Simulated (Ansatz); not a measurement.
The same group exchange along the group Al, Ga, In.

Gas-phase electronic energies from Ansatz, PBE0-D4/def2-TZVP geometries. CCSD(T)/CBS adds triple-zeta CCSD(T) − MP2 to the extrapolated MP2 energy (def2 sets, frozen cores). This one scheme is used for every species. def2 core potentials past Kr. For Ga, Ge, In outer-core shells are correlated without core-valence functions, which leaves a few kJ/mol of doubt a bond. Scalar relativity is left out up to krypton.

(1) Order these by ΔE at CCSD(T)/CBS, lowest first. (Best estimate.)
A. `C#[C][Al]([F])[Cl]` + GeH₄ → `[F][Al]([Cl])[GeH3]` + acetylene
B. `C#[C][In]([F])[Cl]` + GeH₄ → `[F][In]([Cl])[GeH3]` + acetylene
C. `C#[C][Ga]([F])[Cl]` + GeH₄ → `[F][Ga]([Cl])[GeH3]` + acetylene

Largest T1 diagnostic: 0.015, for `C#[C][In]([F])[Cl]`.

## Answers

(1) B (-12.0 kcal/mol), C (-4.3 kcal/mol), A (+6.4 kcal/mol).
